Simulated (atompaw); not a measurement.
# Logarithmic derivatives: As (Z = 33), PAW (atompaw)

* Element: arsenic (As)
* Generator: atompaw 4.2.0.5
* Type: PAW
* Functional: LDA (PW92)
* Relativity: scalar-relativistic
* Frozen core: [Ar]
* Valence charge: 15
* Reference configuration: 3d10 4s1 4p4
* Partial waves: 4s (bound): rc 1.35 bohr; 4s channel at -0.75 Ry: rc 1.35 bohr; 4p (bound): rc 1.70 bohr; 4p channel at 0.35 Ry: rc 1.70 bohr; 3d (bound): rc 0.70 bohr; 3d channel at -2.8 Ry: rc 0.70 bohr
* Local potential: vpsmatchnc scheme with l = 3 at 0 Ry, radius 1.25 bohr
* Core correction: smooth core density matched at 1.45 bohr
* Augmentation charge: sinc compensation charge, radius 1.30 bohr; PAW radius 1.70 bohr; waves and projectors: custom rrkj gramschmidtortho

The phase is arctan(r·u′/u) with u = r·R(r), unwrapped; energies in Ry, scanned from -5 to 5 Ry. A pole is an energy at which the radial function vanishes at the test radius. The pseudo phase is shifted by a multiple of π to meet the all-electron one at the reference energy, and phase errors are pseudo minus all-electron; the curves can meet again beyond the range given. Levels narrower than the energy grid can be missing from the lists of poles.

Q: For each channel, where are the poles, and over which energies does the pseudopotential scatter like the atom?

A:

| channel | radius (bohr) | reference energy (Ry) | poles, all-electron | poles, pseudo | unbroken range about the reference energy with phases within 0.05 rad | phase error 1 Ry above the reference energy (rad) |
| --- | --- | --- | --- | --- | --- | --- |
| s | 1.70 | -1.15 | 3.69 | 3.67 | the whole range | -0.000 |
| p | 1.70 | -0.44 | none | none | the whole range | -0.000 |
| d | 1.70 | -3.13 | -2.94 | -2.94 | the whole range | +0.000 |

Note: ghost state, extra bound levels that the all-electron valence spectrum of the same l lacks: s at -211.8 eV. A true bound ghost makes a file unfit for plane-wave use.

Phases in the d channel:

| E (Ry) | all-electron | pseudo |
| --- | --- | --- |
| -5.00 | 1.281 | 1.281 |
| -4.76 | 1.267 | 1.267 |
| -4.52 | 1.250 | 1.250 |
| -4.28 | 1.228 | 1.228 |
| -4.04 | 1.194 | 1.194 |
| -3.80 | 1.135 | 1.135 |
| -3.56 | 0.995 | 0.995 |
| -3.32 | 0.280 | 0.281 |
| -3.08 | -1.371 | -1.370 |
| -2.84 | -1.639 | -1.639 |
| -2.60 | -1.727 | -1.727 |
| -2.36 | -1.774 | -1.774 |
| -2.12 | -1.806 | -1.806 |
| -1.88 | -1.832 | -1.832 |
| -1.64 | -1.854 | -1.854 |
| -1.40 | -1.875 | -1.875 |
| -1.16 | -1.896 | -1.896 |
| -0.92 | -1.917 | -1.917 |
| -0.68 | -1.939 | -1.939 |
| -0.44 | -1.964 | -1.964 |
| -0.20 | -1.990 | -1.990 |
| 0.04 | -2.021 | -2.021 |
| 0.28 | -2.055 | -2.055 |
| 0.52 | -2.095 | -2.095 |
| 0.76 | -2.142 | -2.142 |
| 1.00 | -2.199 | -2.199 |
| 1.24 | -2.268 | -2.268 |
| 1.48 | -2.353 | -2.353 |
| 1.72 | -2.460 | -2.460 |
| 1.96 | -2.595 | -2.595 |
| 2.20 | -2.765 | -2.764 |
| 2.44 | -2.970 | -2.969 |
| 2.68 | -3.202 | -3.201 |
| 2.92 | -3.441 | -3.439 |
| 3.16 | -3.661 | -3.659 |
| 3.40 | -3.848 | -3.846 |
| 3.64 | -3.998 | -3.997 |
| 3.88 | -4.118 | -4.117 |
| 4.12 | -4.213 | -4.212 |
| 4.36 | -4.289 | -4.288 |
| 4.60 | -4.351 | -4.350 |
| 4.84 | -4.402 | -4.401 |
